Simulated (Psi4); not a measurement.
F3N, charge +1, doublet, geometry from GFN2-xTB (a state made from the parent by changing its charge; the spin is typed, not shown lowest), atoms displaced at random by about 0.03 Å a coordinate; PBE0/STO-3G, gradient (Psi4).

Psi4 was given this input:
```
memory 2 GB

molecule {
1 2
F     1.28450486   -0.26333299   -0.09661405
N    -0.03222447    0.00767234    0.27365413
F    -0.33913301    1.15185076   -0.08540658
F    -0.86101050   -0.86838679   -0.05158859
symmetry c1
no_reorient
no_com
}

set {
  basis sto-3g
  reference uks
}

gradient('pbe0')
print_variables()
```

Q: Write the output that Psi4 gives for this input, abridged.

A: 
```
gradient() will perform analytic gradient computation.

   => Loading Basis Set <=

    Name: STO-3G
    Role: ORBITAL
    Keyword: BASIS

         ---------------------------------------------------------
                                   SCF
               by Justin Turney, Rob Parrish, Andy Simmonett
                          and Daniel G. A. Smith
                              UKS Reference
         ---------------------------------------------------------

  ==> Geometry <==

    Molecular point group: c1
    Full point group: C1

    Geometry (in Angstrom), charge = 1, multiplicity = 2:

       Center              X                  Y                   Z               Mass
    ------------   -----------------  -----------------  -----------------  -----------------
         F            1.284504860000    -0.263332990000    -0.096614050000    18.998403162730
         N           -0.032224470000     0.007672340000     0.273654130000    14.003074004430
         F           -0.339133010000     1.151850760000    -0.085406580000    18.998403162730
         F           -0.861010500000    -0.868386790000    -0.051588590000    18.998403162730

  Running in c1 symmetry.

  Rotational constants: A =      0.39927  B =      0.34362  C =      0.19045 [cm^-1]
  Rotational constants: A =  11969.80582  B =  10301.50194  C =   5709.63962 [MHz]
  Nuclear repulsion =  137.196807190851132

  Charge       = 1
  Multiplicity = 2
  Electrons    = 33
  Nalpha       = 17
  Nbeta        = 16

  ==> Algorithm <==

  SCF Algorithm Type is DF.
  DIIS enabled.
  MOM disabled.
  Fractional occupation disabled.
  Guess Type is SAD.
  Energy threshold   = 1.00e-08
  Density threshold  = 1.00e-08
  Integral threshold = 1.00e-12

  ==> Primary Basis <==

  Basis Set: STO-3G
    Blend: STO-3G
    Number of shells: 12
    Number of basis functions: 20
    Number of Cartesian functions: 20
    Spherical Harmonics?: true
    Max angular momentum: 1

  ==> DFT Potential <==

   => LibXC <=

    Version 7.1.2
    S. Lehtola, C. Steigemann, M. J. T. Oliveira, and M. A. L. Marques,  SoftwareX 7, 1–5 (2018) (10.1016/j.softx.2017.11.002)

   => Composite Functional: PBE0 <=

    PBE0 Hyb-GGA Exchange-Correlation Functional

    C. Adamo and V. Barone,  J. Chem. Phys. 110, 6158 (1999) (10.1063/1.478522)
    M. Ernzerhof and G. E. Scuseria,  J. Chem. Phys. 110, 5029 (1999) (10.1063/1.478401)

    Deriv               =              1
    GGA                 =           TRUE
    Meta                =          FALSE

    Exchange Hybrid     =           TRUE
    MP2 Hybrid          =          FALSE

   => Exchange Functionals <=

    0.7500   Perdew, Burke & Ernzerhof

   => Exact (HF) Exchange <=

    0.2500               HF

   => Correlation Functionals <=

    1.0000   Perdew, Burke & Ernzerhof

   => LibXC Density Thresholds  <==

    XC_HYB_GGA_XC_PBEH:  1.00E-15

   => Molecular Quadrature <=

    Radial Scheme          =       TREUTLER
    Pruning Scheme         =           NONE
    Nuclear Scheme         =       TREUTLER

    Blocking Scheme        =         OCTREE
    BS radius alpha        =              1
    Pruning alpha          =              1
    Radial Points          =             75
    Spherical Points       =            302
    Total Points           =          84316
    Total Blocks           =            706
    Max Points             =            256
    Max Functions          =             19
    Weights Tolerance      =       1.00E-15

   => Loading Basis Set <=

    Name: (STO-3G AUX)
    Role: JKFIT
    Keyword: DF_BASIS_SCF

  ==> Integral Setup <==

  SCF_SUBTYPE=INCORE selected. In-core MEM_DF algorithm will be used.
  Using in-core AOs.

  ==> MemDFJK: Density-Fitted J/K Matrices <==

    J tasked:                   Yes
    K tasked:                   Yes
    wK tasked:                   No
    Algorithm:                 Core
    Schwarz Cutoff:           1E-12
    Mask sparsity (%):       1.5000
    Fitting Condition:        1E-10

[...]
  @DF-UKS Final Energy:  -348.44748565577873
    Total Energy =                       -348.4474856557787348
[...]

         ------------------------------------------------------------
                                   SCF GRAD
                          Rob Parrish, Justin Turney,
                       Andy Simmonett, and Alex Sokolov
         ------------------------------------------------------------

  ==> Geometry <==

    Molecular point group: c1
    Full point group: C1

    Geometry (in Angstrom), charge = 1, multiplicity = 2:

       Center              X                  Y                   Z               Mass
    ------------   -----------------  -----------------  -----------------  -----------------
         F            1.284504860000    -0.263332990000    -0.096614050000    18.998403162730
         N           -0.032224470000     0.007672340000     0.273654130000    14.003074004430
         F           -0.339133010000     1.151850760000    -0.085406580000    18.998403162730
         F           -0.861010500000    -0.868386790000    -0.051588590000    18.998403162730

  Nuclear repulsion =  137.196807190851132

  ==> Basis Set <==

  Basis Set: STO-3G
    Blend: STO-3G
    Number of shells: 12
    Number of basis functions: 20
    Number of Cartesian functions: 20
    Spherical Harmonics?: true
    Max angular momentum: 1

  ==> DFJKGrad: Density-Fitted SCF Gradients <==

    Gradient:                    1
    J tasked:                  Yes
    K tasked:                  Yes
    wK tasked:                  No
    Integrals threads:           1
    Schwarz Cutoff:          1E-12
    Fitting Condition:       1E-10

   => Auxiliary Basis Set <=

  Basis Set: (STO-3G AUX)
    Blend: DEF2-UNIVERSAL-JKFIT
    Number of shells: 100
    Number of basis functions: 308
    Number of Cartesian functions: 372
    Spherical Harmonics?: true
    Max angular momentum: 4

  ==> DFT Potential <==

   => LibXC <=

    Version 7.1.2
    S. Lehtola, C. Steigemann, M. J. T. Oliveira, and M. A. L. Marques,  SoftwareX 7, 1–5 (2018) (10.1016/j.softx.2017.11.002)

   => Composite Functional: PBE0 <=

    PBE0 Hyb-GGA Exchange-Correlation Functional

    C. Adamo and V. Barone,  J. Chem. Phys. 110, 6158 (1999) (10.1063/1.478522)
    M. Ernzerhof and G. E. Scuseria,  J. Chem. Phys. 110, 5029 (1999) (10.1063/1.478401)

    Deriv               =              1
    GGA                 =           TRUE
    Meta                =          FALSE

    Exchange Hybrid     =           TRUE
    MP2 Hybrid          =          FALSE

   => Exchange Functionals <=

    0.7500   Perdew, Burke & Ernzerhof

   => Exact (HF) Exchange <=

    0.2500               HF

   => Correlation Functionals <=

    1.0000   Perdew, Burke & Ernzerhof

   => LibXC Density Thresholds  <==

    XC_HYB_GGA_XC_PBEH:  1.00E-15

   => Molecular Quadrature <=

    Radial Scheme          =       TREUTLER
    Pruning Scheme         =           NONE
    Nuclear Scheme         =       TREUTLER

    Blocking Scheme        =         OCTREE
    BS radius alpha        =              1
    Pruning alpha          =              1
    Radial Points          =             75
    Spherical Points       =            302
    Total Points           =          84316
    Total Blocks           =            706
    Max Points             =            256
    Max Functions          =             19
    Weights Tolerance      =       1.00E-15

  -Total Gradient:
     Atom            X                  Y                   Z
    ------   -----------------  -----------------  -----------------
       1       -0.021331686961     0.013172057104     0.000894708872
       2       -0.166222718617     0.051426423183    -0.104629420371
       3        0.059312152810    -0.210491221982     0.056503677035
       4        0.128357840131     0.145820080254     0.047224895870

  Variable Map:
  ----------------------------------------------------------------------------
[...]
  Array Variable Map:
  ----------------------------------------------------------------------------
[...]
[...]
```
